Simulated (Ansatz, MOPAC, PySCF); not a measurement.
Complex: GeH4 (SMILES [GeH4]) (first 5 atoms) with GeH4 (SMILES [GeH4]); geometry from B3LYP-D3(BJ)/def2-TZVP, rigid monomers moved along the line of their centres of mass till Ge1···Ge6 is 3.72 Å.
(charge 0, multiplicity 1):
```xyz
10

Ge     0.1272    -0.0657     0.3892
H      0.5071     0.3624    -1.0363
H      1.2084    -0.9994     0.9517
H     -1.2221    -0.7975     0.3639
H      0.0164     1.1791     1.2826
Ge    -0.1013     0.0523     4.0985
H      1.3730     0.2379     3.7134
H     -0.7527    -0.9602     3.1446
H     -0.8338     1.3975     3.9921
H     -0.1954    -0.4718     5.5395
```

Monomers are frozen at their geometry in the pair; levels with a basis set take the counterpoise correction.

Rows in 6-31G* carry no dispersion term and start afresh at each structure (6-31G* with six Cartesian d functions); the Pople sets are all-electron and without relativity. The state reached by AM1 isn't checked.

Programs: Ansatz (a first-principles code) with Gaussian orbitals; MOPAC for AM1 (differences of heats of formation); PySCF for 6-31G* rows. Values without a source in brackets are computed.

**Question.** Estimate the interaction energy that r2SCAN/def2-TZVPPD returns for this input.

**Answer.** 0.4 kcal/mol

**Question.** Give the interaction energy at the level AM1.

**Answer.** -0.4 kcal/mol

**Question.** Estimate the interaction energy that B3LYP/6-31G* returns for this input.

**Answer.** 2.3 kcal/mol
